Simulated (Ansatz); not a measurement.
`[OH][Au-][OH2+]`, relaxed with RKS PBE0-D4/def2-TZVP in Ansatz 0.2.0 from a GFN2-xTB geometry. The force threshold is 0.005 eV/Å; the program also tests the step.

Total charge 0; spin multiplicity 1. Au takes the def2 core potential.

Start:

```xyz
6

O     0.304    2.159    1.079
Au    0.126    0.411    0.199
O    -0.205   -1.510   -0.772
H     1.227    2.351    1.225
H    -0.717   -2.060   -0.169
H    -0.733   -1.351   -1.562
```

Question: By how much does the energy fall, and how many steps does the optimiser take? (Estimate.)

Answer: Ansatz gave: 2.67 kJ/mol, in 4 steps.

Question: Which bonds change most? (Best estimate.)

Answer: Ansatz gave: Au2–O3 from 2.177 to 2.127 Å; O1–Au2 from 1.965 to 1.937 Å; O1–H4 from 0.954 to 0.962 Å; O3–H6 from 0.963 to 0.963 Å.

Question: Give the relaxed structure. (Estimate.)

Answer: Computed: 
```xyz
6

O     0.288    2.137    1.085
Au    0.101    0.419    0.212
O    -0.205   -1.458   -0.742
H     1.231    2.301    1.177
H    -0.709   -2.051   -0.176
H    -0.706   -1.348   -1.557
```
